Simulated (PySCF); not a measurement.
Two-component Hartree-Fock for Re³⁰⁺ (rhenium, charge +30)

Start: [Kr] 4d9; 4d3/2 filled at m_j = -1/2, +1/2, +3/2; 4d5/2 filled at m_j = -5/2, -3/2, -1/2, +1/2, +3/2, +5/2. Calculated with PySCF 2.14 in an even-tempered Gaussian basis (17 s from 2.8 bohr⁻², ratio 2.8; 14 p from 3.6 bohr⁻², ratio 2.8; 10 d from 3.6 bohr⁻², ratio 2.8; 3 f from 17 bohr⁻², ratio 3): generalised Hartree-Fock with the X2C-1e Hamiltonian and a Gaussian nucleus; one run each with spin-orbit coupling (SO) screened by Boettger's factors, then bare. This is a chosen level, not necessarily the ground level.

| spinor shell | electrons | ε, screened SO (eV) | ε, bare SO (eV) | weight of nominal j (bare SO) | rms radius, bare SO (bohr) |
| --- | --- | --- | --- | --- | --- |
| 1s1/2 | 2 | -73139.2 | -73137.8 | 1.000 | 0.0204 |
| 2s1/2 | 2 | -13734.4 | -13734.0 | 1.000 | 0.0824 |
| 2p1/2 | 2 | -13165.4 | -13199.2 | 1.000 | 0.0699 |
| 2p3/2 | 4 | -11722.4 | -11711.5 | 1.000 | 0.0777 |
| 3s1/2 | 2 | -4083.4 | -4083.3 | 1.000 | 0.210 |
| 3p1/2 | 2 | -3832.6 | -3840.1 | 1.000 | 0.201 |
| 3p3/2 | 4 | -3511.0 | -3508.6 | 1.000 | 0.216 |
| 3d3/2 | 4 | -3094.9 | -3101.5 | 1.000 | 0.190 |
| 3d5/2 | 6 | -3027.1 | -3022.9 | 1.000 | 0.194 |
| 4s1/2 | 2 | -1646.5 | -1646.5 | 1.000 | 0.440 |
| 4p1/2 | 2 | -1532.7 | -1534.8 | 1.000 | 0.441 |
| 4p3/2 | 4 | -1444.8 | -1444.1 | 1.000 | 0.469 |
| 4d3/2 | 3 | -1264.2 | -1266.0 | 0.998 | 0.464 |
| 4d5/2 | 6 | -1245.9 | -1244.8 | 0.999 | 0.473 |

```json
{"quantity": "E (hartree)", "screened SO": "-16252.37975", "bare SO": "-16253.65808"}
{"quantity": "M_J", "screened SO": "3/2", "bare SO": "3/2"}
{"quantity": "⟨J²⟩", "screened SO": "3.751", "bare SO": "3.751"}
{"quantity": "⟨L²⟩", "screened SO": "6.088", "bare SO": "6.094"}
{"quantity": "⟨S²⟩", "screened SO": "0.837", "bare SO": "0.843"}
```

Each row is a mean over spinors that exchange with the open shell spreads, by up to 12.641 eV (4p1/2).

Breit and QED terms are absent; they matter most for the inner s and p1/2 levels.

Densities and radii are taken from the X2C orbitals without a picture-change correction, which distorts them close to the nucleus.
